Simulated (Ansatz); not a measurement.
`[BH2][GaH][F]` + CH₃OH → `BOC` + `[F][GaH2]`  (cleavage of the B–Ga bond)

Calculated with Ansatz (gas phase, PBE0-D4/def2-TZVP geometries, no zero-point term in ΔE). CCSD(T)/CBS is the MP2 limit (def2-TZVPP, def2-QZVPP) plus CCSD(T) − MP2 in def2-TZVPP, frozen cores. This one scheme is used for every species. Functionals use def2-TZVPP. B3LYP here is the variant with VWN-RPA as its local correlation; programs differ in this. For Ga outer-core shells are correlated without core-valence functions, which leaves a few kJ/mol of doubt a bond. Scalar relativity is left out up to krypton.

```json
{"level": "LDA (SPW92)", "ΔE (kJ/mol)": "-179.1", "difference from CCSD(T)/CBS": "-17.8"}
{"level": "PBE-D4", "ΔE (kJ/mol)": "-163.1", "difference from CCSD(T)/CBS": "-1.8"}
{"level": "BLYP-D4", "ΔE (kJ/mol)": "-169.8", "difference from CCSD(T)/CBS": "-8.5"}
{"level": "CAM-B3LYP-D4", "ΔE (kJ/mol)": "-174.6", "difference from CCSD(T)/CBS": "-13.3"}
{"level": "ωB97X-V", "ΔE (kJ/mol)": "-165.6", "difference from CCSD(T)/CBS": "-4.3"}
{"level": "B2PLYP", "ΔE (kJ/mol)": "-171.1", "difference from CCSD(T)/CBS": "-9.8"}
{"level": "PBE", "ΔE (kJ/mol)": "-162.8", "difference from CCSD(T)/CBS": "-1.5"}
{"level": "PBE0", "ΔE (kJ/mol)": "-161.7", "difference from CCSD(T)/CBS": "-0.4"}
{"level": "B3LYP", "ΔE (kJ/mol)": "-168.9", "difference from CCSD(T)/CBS": "-7.6"}
{"level": "CCSD/def2-SVP", "ΔE (kJ/mol)": "-186.0", "difference from CCSD(T)/CBS": "-24.7"}
{"level": "HF/def2-TZVPP", "ΔE (kJ/mol)": "-168.4", "difference from CCSD(T)/CBS": "-7.1"}
{"level": "MP2/def2-TZVPP", "ΔE (kJ/mol)": "-170.8", "difference from CCSD(T)/CBS": "-9.5"}
{"level": "SCS-MP2/def2-TZVPP", "ΔE (kJ/mol)": "-169.7", "difference from CCSD(T)/CBS": "-8.4"}
{"level": "CCSD/def2-TZVPP", "ΔE (kJ/mol)": "-164.1", "difference from CCSD(T)/CBS": "-2.8"}
{"level": "CCSD(T)/def2-TZVPP", "ΔE (kJ/mol)": "-166.1", "difference from CCSD(T)/CBS": "-4.8"}
{"level": "MP2/CBS(def2)", "ΔE (kJ/mol)": "-166.0", "difference from CCSD(T)/CBS": "-4.7"}
{"level": "CCSD(T)/CBS", "ΔE (kJ/mol)": "-161.3", "difference from CCSD(T)/CBS": "0"}
```

Problem. What do rigid-rotor, harmonic-oscillator terms from PBE0-D4/def2-TZVP frequencies (298.15 K, 1 bar) make of the CCSD(T)/CBS value? (Estimate.)

Solution. The calculation gave: ΔZPE = -2.1 kJ/mol, ΔH = -165.5 kJ/mol, ΔS = -19 J/(mol·K), ΔG = -159.7 kJ/mol.

Largest T1 diagnostic among the species: 0.014.

Leaving LDA and LC-ωPBE aside and taking each functional with its dispersion term where it has one, the values, not all of them listed here, spread over 13.9 kJ/mol, from CAM-B3LYP-D4 to revPBE-D4. LDA lies −16.3 kJ/mol from PBE without D4. At CCSD(T), def2-SVP lies −28.0 kJ/mol from the extrapolated value and def2-TZVPP −4.8 kJ/mol.
